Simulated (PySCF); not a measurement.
# Excitation energy of Cu by level of theory

Cu [Ar] 3d10 4s1 (2S) → Cu [Ar] 3d9 4s2 (2D), as a difference of total energies. All numbers are calculated (PySCF 2.14, a scalar-relativistic core potential, in aug-cc-pwCVDZ-PP with ECP10MDF). Correlated levels: valence and next inner shell: nothing frozen outside the core potential. The calculations carry no spin-orbit coupling.

Question: Order these methods by the excitation energy they give, lowest first.
A. MP2 (valence and next inner shell)
B. SCS-MP2 (valence and next inner shell)
C. UHF
D. CCSD(T) (valence and next inner shell)

Answer: C (-1899.8 cm⁻¹), D (10212 cm⁻¹), B (17127 cm⁻¹), A (21602 cm⁻¹).

Errors of the correlated levels include the incompleteness of this basis.

For comparison: 12020 cm⁻¹ (measured; NIST levels, between the centres of gravity of the two terms).
